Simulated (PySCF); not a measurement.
## TiN(OH) at several levels of theory

All levels use the PBE0 minimum (singlet; O–H 0.958 Å, Ti–N 1.560 Å, Ti–O 1.855 Å; H–O–Ti 124.6°, N–Ti–O 113.2°), basis [Ti def2-TZVP, N def2-TZVP, O def2-TZVP, H def2-TZVP], no relativity, density fitting, no spin–orbit coupling, PySCF. For vertical energies the ionised species is a doublet (spins chosen at PBE0 and kept) and the electron-attached one a doublet. Atomisation goes to high-spin ground-configuration atoms, without zero-point energy. Open shells are unrestricted, also as the reference of the correlated levels. A dash marks a value that was not computed or is not defined at that level.

```
  level  atomisation (kJ/mol)  vertical IP (eV)  vertical EA (eV)  −ε(HOMO) (eV)  gap (eV)  dipole (D)
   PBE0                  1372              8.74              0.79           6.30      4.12        4.87
     HF                   465              7.50              0.75           9.76      9.48        5.67
    MP2                  1514              9.92             -0.72              –         –           –
    PBE                  1560              8.71              0.74           4.84      1.95        4.57
CCSD(T)                  1326                 –                 –              –         –           –
 r2SCAN                  1455              8.60              0.75           5.06      2.60        4.83
```

For TiN(OH) itself CCSD(T) correlates 24 electrons; T1 = 0.033, D1 = 0.114, (T) = -133 kJ/mol.

Question: Which levels differ least and most from CCSD(T) in the atomisation?

Answer: Least: PBE0 (+46 kJ/mol); most: HF (-861 kJ/mol). CCSD(T) atomisation energies in a triple-zeta basis lie tens of kJ/mol low, so this is no ranking by accuracy.

Spin contamination in at least one species weakens the values at: HF, MP2, CCSD(T).

Without diffuse functions attachment energies tend to come out too low.
